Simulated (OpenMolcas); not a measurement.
Ne II: effect of the basis set

| Quantity | Value |
| --- | --- |
| Program | OpenMolcas 26.06 |
| Method | SS-RASPT2, IPEA 0.25 Eh, imaginary shift 0.1 Eh (closed shells correlated: 1s) |
| Active space | 7 electrons in 9 orbitals (RAS2 2s 2p; RAS3 3d, at most 2 electrons) |
| State averaging | 2S+1 = 2 odd, 3 roots; 2S+1 = 2 even, 1 root |
| Spin-orbit coupling | state interaction with AMFI integrals over the reference wave functions, term energies averaged over their components |

A. ANO-RCC-VTZP [4s3p2d1f], DKH2, point nucleus; CASPT2 step about 2.4 core-seconds
B. ANO-R2 [4s4p2d1f], X2C, finite nucleus; CASPT2 step roughly 3 core-seconds
C. ANO-RCC-VQZP [5s4p3d2f1g], DKH2, point nucleus; CASPT2 step about 3 core-seconds
D. ANO-RCC [8s7p4d3f2g], DKH2, point nucleus; CASPT2 step roughly 5 core-seconds

Energies in cm-1 above 2s2 2p5 2P* 3/2, the measured ground level; measured values from NIST Handbook of Basic Atomic Spectroscopic Data.

| Level | A | B | C | D | Measured |
| --- | --- | --- | --- | --- | --- |
| 2s2 2p5 2P* 3/2 | 0.0 | 0.0 | 0.0 | 0.0 | 0.0 |
| 2s2 2p5 2P* 1/2 | 769 | 770 | 774 | 773 | 780 |
| 2s 2p6 2S 1/2 | 218614 | 218702 | 218321 | 218373 | 217048 |

Deviations, from unrounded energies. A percentage is the sum of absolute deviations over the sum of measured energies, with the sign that they share, or ± where signs differ.

```csv
Against measurement,Levels,A,B,C,D
mean absolute deviation (cm-1),2,790,830,640,670
fine structure of the ground term (%),1,-1.5,-1.3,-0.8,-0.9
other configurations (%),1,+0.7,+0.8,+0.6,+0.6
```

C, D lie about equally close to measurement and B furthest from it. The largest miss of C in the table is 2s 2p6 2S 1/2, by +1300 cm-1. The ranking rests on the paired levels alone, and a cruder setting can come out closer through cancelling errors.

Among A to D the level of the table that moves most is 2s 2p6 2S 1/2, by 380 cm-1 (lowest in C, highest in B).

Active for correlation alone: 3d; no level in the range computed is led by a configuration that fills it, so any true level of that kind is missing. Measured partners are found by configuration, term and J. A level has none where our copy of the source lacks it or the pairing is in doubt (some pairs that miss far off the trend of their configuration count as doubtful), and it then counts in no deviation. Levels of configurations outside the active space are missing.

* marks odd parity.
